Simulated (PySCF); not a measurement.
## Whose spectrum? (BN-doped PAH)

All values: TDA CAM-B3LYP/def2-SVP, gas phase, PySCF SCF with an in-house response code, fitting set def2-universal-JFIT up to Ne and JKFIT beyond, grid level 1 (kernel 0), vertical, one conformer each, geometries GFN2-xTB; core orbitals frozen in the response, virtual orbitals above 1.5 Eh left out. The lowest 6 singlets were sought, and the brightest is taken among them. The runs took about 3 CPU minutes each on shared server CPUs.

One system has its HOMO at -6.58 eV, its LUMO at -1.47 eV and these singlet states:

| state | eV | f |
| --- | --- | --- |
| S1 | 3.38 | 0.498 |
| S2 | 3.80 | 0.012 |
| S3 | 4.44 | 0.028 |
| S4 | 4.65 | 0.006 |
| S5 | 4.83 | 0.293 |
| S6 | 4.96 | 0.011 |

(1) Which is it?
A. B1C=Cc2ccc3ccc4ccc5cccc6c5c4c3c2N16 (C20H12BN)
B. B1C=c2ccc3ccc4ccc5cccc6c(c2c3c4c56)O1 (C20H11BO)
C. B1C=c2ccc3cccc4c3c2B2N1C=CC1=CC=CC=4N21 (C18H12B2N2)
D. B1Nc2cccc3c4cccc5ccc6ccc1c(c23)c6c54 (C20H12BN)

(2) How do the candidates compare?

Answers

(1) B.

(2) 
```csv
system,HOMO / eV,LUMO / eV,S1 / eV,f(S1),brightest state sought / eV
B1C=Cc2ccc3ccc4ccc5cccc6c5c4c3c2N16,-6.57,-0.71,3.65,0.181,4.94
B1C=c2ccc3ccc4ccc5cccc6c(c2c3c4c56)O1,-6.58,-1.47,3.38,0.498,3.38
B1C=c2ccc3cccc4c3c2B2N1C=CC1=CC=CC=4N21,-5.85,-1.23,2.71,0.201,4.18
B1Nc2cccc3c4cccc5ccc6ccc1c(c23)c6c54,-6.83,-0.79,3.88,0.045,5.12
```
